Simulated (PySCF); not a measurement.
# HgO: frontier orbitals

BHandHLYP at R = 2.259 Å; PySCF, scalar-relativistic core potentials, basis sets Hg def2-SVPD with ECP60, O def2-SVPD. State: ³Π (triplet), unpaired electrons σ ↑, π ↑. Only the outer orbitals are listed, counted within each symmetry, core potentials removing the inner ones.

```
spin  orbital  occ.  ε (eV)  on Hg (%)           main shells (%)
   α       3π     1  -13.44         27           73 O p, 27 Hg d
   α       6σ     1  -12.73         46           54 O p, 37 Hg d
   α       3π     1  -11.53          5                    95 O p
   α       7σ     1   -8.23         96                   90 Hg s
   α       4π     0    0.22        101                  100 Hg p
   α       4π     0    0.32        101                  101 Hg p
   β       3π     1  -10.13          3                    97 O p
   β       6σ     1   -9.19         69           67 Hg s, 32 O p
   β       7σ     0   -2.83         54  47 O p, 38 Hg s, 14 Hg p
   β       3π     0   -2.01         12           87 O p, 12 Hg p
   β       4π     0    0.51        101                  101 Hg p
```

Problem. Which are the highest filled and the lowest empty level, where do they sit, and how wide is the gap?

Solution. Highest filled α 7σ at -8.23 eV (in %: 90 Hg s); lowest empty β 7σ at -2.83 eV (in %: 47 O p, 38 Hg s, 14 Hg p); the gap at BHandHLYP is 5.40 eV.

- bond order (Mayer): 0.48
- ⟨S²⟩: 2.030
- charge on Hg (Mulliken, basis-dependent): 0.29
- charge on Hg (Löwdin, basis-dependent): 0.52
- dipole moment (positive dipole means Hg(−)O(+)): -1.96 D

Shares are Mulliken populations and can fall outside 0 to 100 %.

Spin–orbit coupling is left out. The state was picked by a PBE0 search and need not be the measured ground state.
